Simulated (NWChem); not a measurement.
System: SbHCl₂; SMILES [Cl][SbH][Cl]

NWChem input:

```
start job
memory heap 200 mb stack 900 mb global 1100 mb
geometry units angstroms
  Sb    -0.184110    -0.297992     0.458957
  H     -0.954158    -1.442087    -0.558863
  Cl     1.784515    -0.417520    -0.813236
  Cl    -1.125084     1.481946    -0.747121
end
basis spherical
  * library def2-svp
end
ecp
  Sb library def2-ecp
end
dft
  xc xpbe96 cpbe96
  disp vdw 4
  iterations 150
end
driver
  maxiter 120
end
task dft optimize
dft
  grid fine
  convergence energy 1d-8 density 1d-7
end
task dft freq numerical
```

Output (shortened):

```
             Northwest Computational Chemistry Package (NWChem) 7.3.0
             --------------------------------------------------------

 CS  symmetry detected

                             Geometry "geometry" -> ""
                             -------------------------

 Output coordinates in angstroms (scale by  1.889725989 to convert to a.u.)

  No.       Tag          Charge          X              Y              Z
 ---- ---------------- ---------- -------------- -------------- --------------
    1 Sb                  51.0000    -0.62283540     0.02619269     0.00000000
    2 H                    1.0000    -0.69350897    -1.68637559     0.00000000
    3 Cl                  17.0000     0.95465042     0.01031025    -1.73767867
    4 Cl                  17.0000     0.95465042     0.01031025     1.73767867

 Effective nuclear repulsion energy (a.u.)     456.8504745442

      Symmetry information
      --------------------

 Group name             Cs
 Group number              2
 Group order               2
 No. of unique centers     3

                                Z-matrix (autoz)
                                --------

 Units are Angstrom for bonds and degrees for angles

      Type          Name      I     J     K     L     M      Value
      ----------- --------  ----- ----- ----- ----- ----- ----------
    1 Stretch                  1     2                       1.71403
    2 Stretch                  1     3                       2.34696
    3 Stretch                  1     4                       2.34696
    4 Bend                     2     1     3                91.20058
    5 Bend                     2     1     4                91.20058
    6 Bend                     3     1     4                95.53001
    7 Torsion                  2     1     3     4         -91.32274
    8 Torsion                  2     1     4     3          91.32274
    9 Torsion                  3     1     2     4          95.55773
   10 Torsion                  2     4     1     3         -91.32274
   11 Torsion                  3     2     1     4         -95.55773
   12 Torsion                  2     3     1     4          91.32274

                           NWChem Geometry Optimization
                           ----------------------------

[...]

      ----------------------
      Optimization converged
      ----------------------

  Step       Energy      Delta E   Gmax     Grms     Xrms     Xmax
  ---- ---------------- -------- -------- -------- -------- --------
@    4   -1160.64251907 -6.3D-07  0.00017  0.00005  0.00070  0.00129
                                     ok       ok       ok       ok

                                Z-matrix (autoz)
                                --------

 Units are Angstrom for bonds and degrees for angles

      Type          Name      I     J     K     L     M      Value     Gradient
      ----------- --------  ----- ----- ----- ----- ----- ---------- ----------
    1 Stretch                  1     2                       1.74869    0.00017
    2 Stretch                  1     3                       2.39664    0.00001
    3 Stretch                  1     4                       2.39664    0.00001
    4 Bend                     2     1     3                93.12835   -0.00001
    5 Bend                     2     1     4                93.12835   -0.00001
    6 Bend                     3     1     4               100.65967   -0.00004
    7 Torsion                  2     1     3     4         -93.77860    0.00002
    8 Torsion                  2     1     4     3          93.77860   -0.00002
    9 Torsion                  3     1     2     4         100.86611   -0.00004
   10 Torsion                  2     4     1     3         -93.77860    0.00002
   11 Torsion                  3     2     1     4        -100.86611    0.00004
   12 Torsion                  2     3     1     4          93.77860   -0.00002

                         Geometry "geometry" -> "geometry"
                         ---------------------------------

[...]

 Rotational Constants
 --------------------
 A=   0.157167 cm-1  (  0.226124 K)
 B=   0.069938 cm-1  (  0.100623 K)
 C=   0.049257 cm-1  (  0.070868 K)

 Temperature                      =   298.15K
 frequency scaling parameter      =   1.0000

 Zero-Point correction to Energy  =    5.491 kcal/mol  (  0.008751 au)
 Thermal correction to Energy     =    8.364 kcal/mol  (  0.013330 au)
 Thermal correction to Enthalpy   =    8.957 kcal/mol  (  0.014273 au)

 Total Entropy                    =   75.535 cal/mol-K
   - Translational                =   41.641 cal/mol-K (mol. weight = 191.8493)
   - Rotational                   =   27.478 cal/mol-K (symmetry #  =        1)
   - Vibrational                  =    6.415 cal/mol-K

 Cv (constant volume heat capacity) =   13.134 cal/mol-K
   - Translational                  =    2.979 cal/mol-K
   - Rotational                     =    2.979 cal/mol-K
   - Vibrational                    =    7.175 cal/mol-K

[normal modes left out]

 ----------------------------------------------------------------------------
 Normal Eigenvalue ||           Projected Infra Red Intensities
  Mode   [cm**-1]  || [atomic units] [(debye/angs)**2] [(KM/mol)] [arbitrary]
 ------ ---------- || -------------- ----------------- ---------- -----------
    1       -0.000 ||    0.001098           0.025         1.071       0.431
    2       -0.000 ||    0.000608           0.014         0.593       0.238
    3       -0.000 ||    0.000983           0.023         0.958       0.385
    4       -0.000 ||    0.000989           0.023         0.964       0.388
    5        0.000 ||    0.000011           0.000         0.010       0.004
    6        0.000 ||    0.000347           0.008         0.338       0.136
    7      113.503 ||    0.001925           0.044         1.876       0.754
    8      351.884 ||    0.060233           1.390        58.718      23.610
    9      357.920 ||    0.023636           0.545        23.041       9.265
   10      589.530 ||    0.015741           0.363        15.346       6.170
   11      599.602 ||    0.015813           0.365        15.416       6.199
   12     1830.617 ||    0.184752           4.262       180.106      72.419
 ----------------------------------------------------------------------------
```

Level: PBE-D3(BJ)/def2-SVP with def2 effective core potentials on Sb. def2 effective core potentials on Sb; no spin-orbit coupling.
